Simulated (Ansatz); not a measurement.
Stepwise reaction of `[OH][W]([OH])([F])([F])([F])[Cl]` with water, as a gas-phase model of exchange steps in deposition or etching. ΔE in kJ/mol.

Gas-phase electronic energies from Ansatz, PBE0-D4/def2-TZVP geometries. CCSD(T)/CBS is the MP2 limit (def2-TZVPP, def2-QZVPP) plus CCSD(T) − MP2 in def2-TZVPP, frozen cores. This one scheme is used for every species. DFT in def2-TZVPP. B3LYP here is the variant with VWN-RPA as its local correlation; programs differ in this. Elements past krypton have def2 core potentials. For W outer-core shells are correlated without core-valence functions, which leaves a few kJ/mol of doubt a bond. Each species was taken in one conformer, which may not be the lowest.

| step | reaction | PBE-D4 | B3LYP-D4 | ωB97M-V | CCSD(T)/CBS |
| --- | --- | --- | --- | --- | --- |
| 1 | `[OH][W]([OH])([F])([F])([F])[Cl]` + H₂O → `[OH][W]([OH])([OH])([F])([F])[Cl]` + H–F | 19.8 | 20.2 | 19.9 | 9.7 |

(1) Give the row of step 2, `[OH][W]([OH])([OH])([F])([F])[Cl]` + H₂O → `[OH][W]([OH])([OH])([OH])([F])[Cl]` + H–F. (Estimate.)

(2) By hand: ΔE of the 2 steps together at CCSD(T)/CBS.

Answers

(1) Ansatz gave: 
```csv
step,reaction,PBE-D4,B3LYP-D4,ωB97M-V,CCSD(T)/CBS
2,`[OH][W]([OH])([OH])([F])([F])[Cl]` + H₂O → `[OH][W]([OH])([OH])([OH])([F])[Cl]` + H–F,24.9,25.6,25.8,16.6
```

(2) (9.7) + (16.6) = 26.3 kJ/mol, or 13.2 kJ/mol a step.

In ΔE each step is higher than the one before. All are uphill at CCSD(T)/CBS. PBE-D4 differs from CCSD(T)/CBS by 8.3 to 10.1 kJ/mol a step. Isolated molecules leave out the surface, adducts and barriers. Largest T1 diagnostic: 0.022.
